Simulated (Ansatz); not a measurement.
A structure relaxed at PBE0-D4/def2-TZVP, charge 0, multiplicity 1:

```tsv
atom	x (Å)	y (Å)	z (Å)
O1	0.360	1.887	-1.077
Al2	-0.069	0.928	0.244
Si3	-0.012	-1.493	0.010
Cl4	-0.641	1.870	2.036
H5	0.359	2.843	-1.071
H6	1.346	-1.943	-0.402
H7	-0.363	-2.162	1.292
H8	-0.980	-1.931	-1.032
```

Give its formula and SMILES.

AlClH4OSi, `[OH][Al]([SiH3])[Cl]`.

Point group (tolerance 0.08 Å, 0.16 Å for H)?

Cs.

Summarise the bond lengths by kind.

1 × Al–O 1.687 Å; 1 × H–O 0.956 Å; 1 × Al–Si 2.433 Å; 1 × Al–Cl 2.104 Å; 3 × H–Si 1.487 to 1.489 Å.

Program: Ansatz 0.2.0.
